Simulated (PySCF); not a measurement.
## Spinor energies of Zr⁺ (zirconium, charge +1)

Start: [Kr] 4d1 5s1 5p1; 4d5/2 filled at m_j = +5/2; 5s1/2 filled at m_j = +1/2; 5p3/2 filled at m_j = +3/2. Calculated with PySCF 2.14 in x2c-SVPall-2c with one added diffuse shell each of s, p, d type (7s9p7d1f, 76 functions): generalised Hartree-Fock with the X2C-1e Hamiltonian and a Gaussian nucleus; one run each with spin-orbit coupling (SO) switched off, then screened by Boettger's factors. This is a chosen level, not necessarily the ground level.

```tsv
spinor shell	electrons	ε, spin-free (eV)	ε, screened SO (eV)	weight of nominal j (screened SO)	rms radius, screened SO (bohr)
1s1/2	2	-18106.4	-18105.7	1.000	0.0426
2s1/2	2	-2589.8	-2589.7	1.000	0.176
2p1/2	2	-2305.2	-2364.6	1.000	0.154
3s1/2	2	-465.09	-465.13	1.000	0.488
3p1/2	2	-369.49	-379.39	1.000	0.489
3p3/2	4	-369.49	-364.92	1.000	0.499
3d3/2	4	-212.32	-213.85	0.997	0.494
3d5/2	6	-212.32	-211.40	0.998	0.497
4s1/2	2	-79.188	-79.259	1.000	1.29
4p3/2	4	-51.379	-50.943	0.958	1.45
4p1/2	2	-51.379	-52.535	0.915	1.43
4d5/2	1	-18.470	-18.448	1.000	2.22
5s1/2	1	-14.947	-14.961	0.925	3.58
5p3/2	1	-10.523	-10.480	1.000	4.26
```

Q: Where does 2p3/2 lie, and what is the 2p spin-orbit splitting (screened SO)?

A: At -2277.3 eV, 87.273 eV above 2p1/2.

```csv
quantity,spin-free,screened SO
E (hartree),-3595.35743,-3595.68295
M_J,9/2,9/2
⟨J²⟩,25.247,25.158
⟨L²⟩,12.496,12.469
⟨S²⟩,3.751,3.755
```

The determinant has a definite M_J but mixes levels of different J.

Each row is a mean over spinors that exchange with the open shell spreads, by up to 3.929 eV (4p3/2).

Breit and QED terms are absent; they matter most for the inner s and p1/2 levels.

Densities and radii are taken from the X2C orbitals without a picture-change correction, which distorts them close to the nucleus.

Without spin-orbit coupling the j labels of p, d and f shells carry no meaning; the spin-free column gives the mean over the occupied spinors of each nl shell, and its ⟨J²⟩ belongs to a mixture of degenerate components.
